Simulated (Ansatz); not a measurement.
HSZn, doublet, at a GFN2-xTB geometry (such geometries of metal compounds can be far from the true shape) (the spin is typed, not shown lowest).

Ansatz (a first-principles code) was given this input:
Ansatz 0.2 input:
```yaml
crystal:
  periodic: [false, false, false]
  atoms:
    - {symbol: Zn, position_ang: [-0.40899229, -0.71588306, -0.30339505]}
    - {symbol: S, position_ang: [0.67274253, 1.30222879, 0.48903689]}
    - {symbol: H, position_ang: [1.50588835, 0.64083112, 1.27726104]}
basis:
  gaussian:
    orbitals: def2-TZVPD
hamiltonian:
  xc: b3lyp
magnetization: {spin_polarized: true, initial_magnetization: 1}
```

Question: What is the computed number of basis functions (B3LYP/def2-TZVPD (Ansatz))?

Answer: 106

Question: Give the <S^2> at the level B3LYP/def2-TZVPD.

Answer: 0.755

Question: Give the total energy at the level B3LYP/def2-TZVPD.

Answer: -2178.2674 Eh
